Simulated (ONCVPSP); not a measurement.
## Plane-wave convergence, ONCV potential for strontium (Sr)

- Element: Sr
- Generator: ONCVPSP 4.0.1
- Type: optimised norm-conserving Vanderbilt (ONCV)
- Functional: PBE
- Relativity: fully relativistic
- Frozen core: [Ar] 3d10
- Valence charge: 10
- Reference configuration: 4s2 4p6 5s1 (charge +1)
- Partial waves: 4s+5s: rc 2.50 bohr, ncon 4, nbas 7, qcut 4.2 1/bohr, 2 projectors; 4p: rc 2.40 bohr, ncon 3, nbas 6, qcut 6.9 1/bohr, 2 projectors, debl 2.6 Ha; d scattering state at 0.39 Ha: rc 2.45 bohr, ncon 4, nbas 9, qcut 3.6 1/bohr, 2 projectors, debl 0.4 Ha
- Local potential: polynomial inside 2.25 bohr (lpopt 5, dvloc0 4 Ha)
- Core correction: Teter function, fcfact 1.5, rcfact 1.35

Open shells are filled in proportion to 2j + 1.

In the d channel the program set the typed energies aside and used 0.050, 0.450 Ha (j = l + 1/2; the other j can differ).

Task: For each optimised wave give the share of its norm inside rc, the residual kinetic energy above qcut (Ha) and the cutoffs (Ha) for errors of 10, 1, 0.1 and 0.01 mHa per electron.

Result:

```
               wave  norm inside rc  residual KE  10 mHa  1 mHa  0.1 mHa  0.01 mHa
                 4s           0.977      1.2e-05     2.7    3.8      6.7      10.0
                 5s           0.117      5.3e-05     2.3    4.0      8.2      21.6
           4p j=3/2           0.912      1.0e-08     5.7    7.5      9.1      13.7
p projector 2 j=3/2           0.131      1.6e-08     5.9    7.8     13.6      17.6
           4p j=1/2           0.922      8.4e-09     6.1    8.1      9.6      11.8
p projector 2 j=1/2           0.134      1.5e-08     6.1    8.2     12.5      17.3
d projector 1 j=5/2           0.173      2.9e-03     5.2   10.6     46.3      53.8
d projector 2 j=5/2           0.112      4.5e-03     5.7    7.9     28.1      63.3
d projector 1 j=3/2           0.510      4.6e-03     5.7   14.9     48.0      55.0
d projector 2 j=3/2           0.111      5.4e-03     5.8    8.0     19.6      46.6
```

The occupied waves need 8.1 Ha and 9.6 Ha for 1 and 0.1 mHa.
